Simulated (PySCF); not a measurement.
## CaI⁺: energy against distance

Set-up: basis Ca x2c-SVPall, I x2c-SVPall; spin-free X2C with a Gaussian nucleus; PySCF 2.14. Energies in eV from Ca⁺ + I in their ground configurations at the same level. State: ¹Σ⁺ (singlet), closed shell.

| R (Å) | PBE0 | ωB97X | M06-2X |
| --- | --- | --- | --- |
| 2.312 | -2.263 | -2.325 | -1.935 |
| 2.419 | -2.876 | -2.963 | -2.584 |
| 2.527 | -3.210 | -3.314 | -2.948 |
| 2.607 | -3.327 | -3.441 | -3.085 |
| 2.688 | -3.359 | -3.480 | -3.134 |
| 2.769 | -3.327 | -3.452 | -3.114 |
| 2.876 | -3.209 | -3.337 | -3.010 |
| 3.011 | -2.983 | -3.109 | -2.793 |
| 3.172 | -2.643 | -2.762 | -2.456 |
| 3.387 | -2.144 | -2.240 | -1.945 |

Q: Put a parabola through the three lowest points of the PBE0 curve and estimate Re, k and ωe (reduced mass 30.39 u; 1 eV/Å² = 0.16022 mdyn/Å; ωe = 1302.8·√(k/μ) cm⁻¹).

A: Through R = 2.607, 2.688, 2.769 Å the second-order coefficient is 4.88 eV/Å², so Re ≈ 2.688 Å, k ≈ 1.56 mdyn/Å and ωe ≈ 295 cm⁻¹. A polynomial fit of higher order to the unrounded PBE0 energies gives Re = 2.684 Å, k = 1.61 mdyn/Å, ωe = 300 cm⁻¹; anharmonicity and rounding make the difference.

The higher-order fit for each curve: PBE0: Re = 2.684 Å, ωe = 300 cm⁻¹, De = 3.36 eV; ωB97X: Re = 2.691 Å, ωe = 302 cm⁻¹, De = 3.48 eV; M06-2X: Re = 2.702 Å, ωe = 298 cm⁻¹, De = 3.13 eV.

Spin–orbit coupling is left out, which matters for elements this heavy, above all for dissociation energies. For an ion De counts to the pair picked by the measured ionisation energies or electron affinities, which need not be the lowest pair at this level.
